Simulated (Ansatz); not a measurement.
Geometry optimisation of trans-Ti(PH3)2Br4 (TiP2H6Br4).

```yaml
crystal:
  periodic: [false, false, false]
  atoms:
    - {symbol: Br, position_ang: [2.464580, -0.004700, 0.146460]}
    - {symbol: Br, position_ang: [-2.434460, 0.008990, -0.130640]}
    - {symbol: Br, position_ang: [0.027940, 2.458350, -0.097960]}
    - {symbol: Br, position_ang: [0.000560, -2.449550, 0.083110]}
    - {symbol: P, position_ang: [-0.012610, -0.008740, 2.562460]}
    - {symbol: P, position_ang: [0.010240, 0.009500, -2.563610]}
    - {symbol: Ti, position_ang: [0.017140, 0.005360, -0.001470]}
    - {symbol: H, position_ang: [0.398120, 1.076230, 3.331710]}
    - {symbol: H, position_ang: [0.800280, -0.937890, 3.198340]}
    - {symbol: H, position_ang: [-1.148400, -0.282650, 3.318480]}
    - {symbol: H, position_ang: [1.106050, 0.346010, -3.352250]}
    - {symbol: H, position_ang: [-0.874690, 0.883480, -3.181710]}
    - {symbol: H, position_ang: [-0.354750, -1.104390, -3.312920]}
basis:
  gaussian: {orbitals: def2-SVP}
hamiltonian: {xc: pbe, dispersion: d4}
scf: {lower_state_search: "off"}
output: {orbitals: {seedname: orbitals}}
relax: {f_tol: 0.02, max_steps: 100}
```

```sh
$ ansatz run in.yaml --threads 4 --pin off --events-out ev --progress --plain --max-ram 4787MiB
```

Output, abridged:

```
Functional definition: PBE
mean field -321882.91562483 eV, -11828.9789691361 hartree, gradient 2.1e-6 eV, S^2 0.000000; 0 other end points of the search recorded, 0 dependent functions left out
relax step   1: F+E_penalty+E_count = -321883.57948399 eV  Δ(F+E_penalty+E_count) = +0.000e0 eV  max|allowed force component| = 8.909e-1 eV/Å  Δτ_max = 0.0000 Å  (30 SCF iters, accepted)
mean field -321883.07141198 eV, -11828.9846942083 hartree, gradient 1.3e-6 eV, S^2 0.000000; 0 other end points of the search recorded, 0 dependent functions left out
relax step   2: F+E_penalty+E_count = -321883.73588727 eV  Δ(F+E_penalty+E_count) = -1.564e-1 eV  max|allowed force component| = 4.196e-1 eV/Å  Δτ_max = 0.0827 Å  (22 SCF iters, accepted)
mean field -321883.08316724 eV, -11828.9851262060 hartree, gradient 1.2e-6 eV, S^2 0.000000; 0 other end points of the search recorded, 0 dependent functions left out
relax step   3: F+E_penalty+E_count = -321883.74660159 eV  Δ(F+E_penalty+E_count) = -1.071e-2 eV  max|allowed force component| = 5.954e-2 eV/Å  Δτ_max = 0.0401 Å  (22 SCF iters, accepted)
mean field -321883.08508760 eV, -11828.9851967781 hartree, gradient 1.1e-6 eV, S^2 0.000000; 0 other end points of the search recorded, 0 dependent functions left out
relax step   4: F+E_penalty+E_count = -321883.74868219 eV  Δ(F+E_penalty+E_count) = -2.081e-3 eV  max|allowed force component| = 2.049e-2 eV/Å  Δτ_max = 0.0195 Å  (23 SCF iters, accepted)
mean field -321883.08538453 eV, -11828.9852076899 hartree, gradient 1.5e-6 eV, S^2 0.000000; 0 other end points of the search recorded, 0 dependent functions left out
relax step   5: F+E_penalty+E_count = -321883.74888099 eV  Δ(F+E_penalty+E_count) = -1.988e-4 eV  max|allowed force component| = 8.663e-3 eV/Å  Δτ_max = 0.0160 Å  (21 SCF iters, accepted)
mean field -321883.08783559 eV, -11828.9852977646 hartree, gradient 1.7e-6 eV, S^2 0.000000; 0 other end points of the search recorded, 0 dependent functions left out
relax step   6: F+E_penalty+E_count = -321883.74880680 eV  Δ(F+E_penalty+E_count) = +7.419e-5 eV  max|allowed force component| = 1.579e-1 eV/Å  Δτ_max = 0.1953 Å  (27 SCF iters, rejected (line search))
mean field -321883.08753285 eV, -11828.9852866393 hartree, gradient 6.9e-7 eV, S^2 0.000000; 0 other end points of the search recorded, 0 dependent functions left out
relax step   7: F+E_penalty+E_count = -321883.75035511 eV  Δ(F+E_penalty+E_count) = -1.474e-3 eV  max|allowed force component| = 4.629e-2 eV/Å  Δτ_max = 0.0948 Å  (28 SCF iters, accepted)
mean field -321883.08923635 eV, -11828.9853492417 hartree, gradient 2.4e-6 eV, S^2 0.000000; 0 other end points of the search recorded, 0 dependent functions left out
relax step   8: F+E_penalty+E_count = -321883.75109107 eV  Δ(F+E_penalty+E_count) = -7.360e-4 eV  max|allowed force component| = 9.239e-2 eV/Å  Δτ_max = 0.0803 Å  (27 SCF iters, accepted)
mean field -321883.08980515 eV, -11828.9853701447 hartree, gradient 1.6e-6 eV, S^2 0.000000; 0 other end points of the search recorded, 0 dependent functions left out
relax step   9: F+E_penalty+E_count = -321883.75187517 eV  Δ(F+E_penalty+E_count) = -7.841e-4 eV  max|allowed force component| = 7.326e-2 eV/Å  Δτ_max = 0.0093 Å  (22 SCF iters, accepted)
mean field -321883.09095684 eV, -11828.9854124684 hartree, gradient 2.4e-6 eV, S^2 0.000000; 0 other end points of the search recorded, 0 dependent functions left out
relax step  10: F+E_penalty+E_count = -321883.75359686 eV  Δ(F+E_penalty+E_count) = -1.722e-3 eV  max|allowed force component| = 7.681e-3 eV/Å  Δτ_max = 0.0411 Å  (21 SCF iters, accepted)
mean field -321883.09117018 eV, -11828.9854203087 hartree, gradient 9.8e-7 eV, S^2 0.000000; 0 other end points of the search recorded, 0 dependent functions left out
relax step  11: F+E_penalty+E_count = -321883.75354343 eV  Δ(F+E_penalty+E_count) = +5.344e-5 eV  max|allowed force component| = 2.166e-2 eV/Å  Δτ_max = 0.0371 Å  (22 SCF iters, rejected (line search))
mean field -321883.09106239 eV, -11828.9854163475 hartree, gradient 1.1e-6 eV, S^2 0.000000; 0 other end points of the search recorded, 0 dependent functions left out
relax step  12: F+E_penalty+E_count = -321883.75365439 eV  Δ(F+E_penalty+E_count) = -5.752e-5 eV  max|allowed force component| = 1.972e-2 eV/Å  Δτ_max = 0.0181 Å  (22 SCF iters, accepted)
mean field -321883.09111711 eV, -11828.9854183584 hartree, gradient 1.0e-6 eV, S^2 0.000000; 0 other end points of the search recorded, 0 dependent functions left out
relax step  13: F+E_penalty+E_count = -321883.75385574 eV  Δ(F+E_penalty+E_count) = -2.013e-4 eV  max|allowed force component| = 2.842e-2 eV/Å  Δτ_max = 0.0250 Å  (22 SCF iters, accepted)
mean field -321883.09137440 eV, -11828.9854278136 hartree, gradient 3.0e-6 eV, S^2 0.000000; 0 other end points of the search recorded, 0 dependent functions left out
relax step  14: F+E_penalty+E_count = -321883.75396046 eV  Δ(F+E_penalty+E_count) = -1.047e-4 eV  max|allowed force component| = 1.478e-2 eV/Å  Δτ_max = 0.0076 Å  (22 SCF iters, accepted)
Total energy: -321883.75403610 eV, -11829.0097801820 hartree
Atom 0 at     2.402811    -0.004071     0.356501 Å, force    -0.003821    -0.001421    -0.001368 eV/Å
Atom 1 at    -2.450806    -0.006971     0.127746 Å, force    -0.009167     0.000999    -0.000739 eV/Å
Atom 2 at     0.016018     2.400722    -0.311201 Å, force    -0.002818    -0.001804     0.001021 eV/Å
Atom 3 at     0.007949    -2.454453    -0.171234 Å, force    -0.001172    -0.010610    -0.000565 eV/Å
Atom 4 at    -0.004871    -0.033809     2.597384 Å, force     0.005438    -0.004787    -0.002637 eV/Å
Atom 5 at    -0.028048     0.015796    -2.597710 Å, force    -0.001614     0.004129     0.000507 eV/Å
Atom 6 at    -0.023288    -0.029519    -0.000515 Å, force     0.014783     0.009054     0.000274 eV/Å
Atom 7 at     0.520135     1.132111     3.233920 Å, force     0.003809     0.004253     0.002249 eV/Å
Atom 8 at     0.803958    -1.020529     3.238404 Å, force    -0.003159     0.002916    -0.001730 eV/Å
Atom 9 at    -1.206223    -0.184174     3.359561 Å, force    -0.004968    -0.000043     0.002788 eV/Å
Atom 10 at     1.180232     0.439429    -3.232226 Å, force     0.001351     0.002615    -0.000162 eV/Å
Atom 11 at    -0.938738     0.910928    -3.236306 Å, force     0.001049    -0.003507     0.001721 eV/Å
Atom 12 at    -0.279128    -1.165464    -3.364322 Å, force     0.000289    -0.001792    -0.001359 eV/Å
Dipole moment:    -0.011843    -0.002089    -0.001700 e Å
Checks for a lower state left out: stability, starts, cluster_reference, orbital_swaps, neighbouring_geometries, increment
```

Run time 52 s (4 threads of Arm Neoverse V2 on a shared host).

Another isomer (singlet) lies 0.35 eV lower at PBE0-D4/def2-TZVP; other spin states weren't run for this one.
